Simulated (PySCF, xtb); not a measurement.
C₅H₅Cl, SMILES C(/C(=C/Cl)C)#C.

GFN2-xTB (xtb) at its own geometry gives an orbital gap of 3.80 eV and a dipole moment of 1.46 D.

Coordinates come from a PBE-D3(BJ)/def2-SVP optimisation. The structure was generated by enumeration; whether it is a known compound was not checked.

### Question
What does PySCF with PBE0/def2-TZVP give? (An estimate is asked for; the answer gives what the named calculation found.)

### Answer
gap 5.68 eV (levels -6.83 and -1.15 eV), dipole 0.94 D.
